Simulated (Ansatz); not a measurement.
# A barrier at the coupled-cluster level

Start structure (InN2H4Cl, closed shell), relaxed at PBE0-D4/def2-TZVP:

In1  (-0.339, 0.263, 0.013)
N2  (1.204, 0.961, -1.067)
N3  (-0.360, -1.173, 1.416)
H4  (0.224, -1.981, 1.254)
Cl5  (-2.270, 1.574, -0.076)
H6  (0.939, 1.552, -1.843)
H7  (1.886, 0.286, -1.383)
H8  (-1.284, -1.482, 1.687)
(Å)

The step: InN₂H₄Cl ([NH2][In]([NH2])[Cl]) → InNHCl ([NH][In][Cl]) + NH₃ (still joined by a long In–N bond); bonds formed: N2–H4; bonds broken: N3–H4; bonds weakened to dative contacts: In1–N2. Ansatz 0.2.0; basis: def2-TZVPP and def2-QZVPP; cores frozen in the correlated methods. Filled d shells of the heavier atoms are correlated. Core potentials replace the inner electrons of the atoms past krypton. The def2 sets are not built for correlating such inner shells, so the correlated values are less sure here. Extrapolation: Hartree–Fock as exp(−7.88 √X), correlation as X^−2.97. Energies below are by CCSD(T) at an estimated basis limit (MP2 extrapolated from triple and quadruple zeta, plus CCSD(T) − MP2 in triple zeta).

(1) What are the electronic barrier and the energy of the step, from the start structure to the end structure? (Judge from chemistry; the value comes from the calculation.)

T1 diagnostic: at most 0.023. The restricted Hartree–Fock reference is unstable towards an unrestricted one at one or more of these structures.

Answers

(1) Computed: Barrier 2.107 eV; step energy 1.420 eV (uphill); reverse barrier, their difference, 0.686 eV. Barrier and step energy count from the start structure, the reverse barrier from the end structure.

The saddle point: One imaginary mode of 1504i cm⁻¹.
```json
{"pair": "N2–H4", "start (Å)": "3.87", "saddle (Å)": "1.29", "end (Å)": "1.02"}
{"pair": "In1–N2", "start (Å)": "2.01", "saddle (Å)": "2.22", "end (Å)": "2.37"}
{"pair": "N3–H4", "start (Å)": "1.01", "saddle (Å)": "1.34", "end (Å)": "2.50"}
```

Zero-point energy (harmonic, PBE0-D4): ZPE is 1.395 eV at the start and 1.292 eV at the saddle, so the barrier goes from 2.107 to 2.003 eV.

First-order rate constant out of the start structure at 898 K by transition-state theory, with harmonic vibrational free energies alone and no tunnelling: ΔA‡ = 2.162 eV, so k = (kB T/h) exp(−ΔA‡/kB T) ≈ 10^1 s⁻¹ (an order of magnitude at best: rotation, the number of equivalent paths and anharmonicity are left out).

Labels in which every atom is bracketed show which atoms are joined, not bond orders.

For scale, one of the runs: CCSD(T)/def2-TZVPP, 210 basis functions, launched by `ansatz run in.yaml --threads 4 --pin off --events-out ev --progress --plain --max-ram 9574MiB`. Time: 100 s of wall clock on 4 CPU threads of an Arm Neoverse V1; the host was shared. Peak host memory: 3.2 GiB.
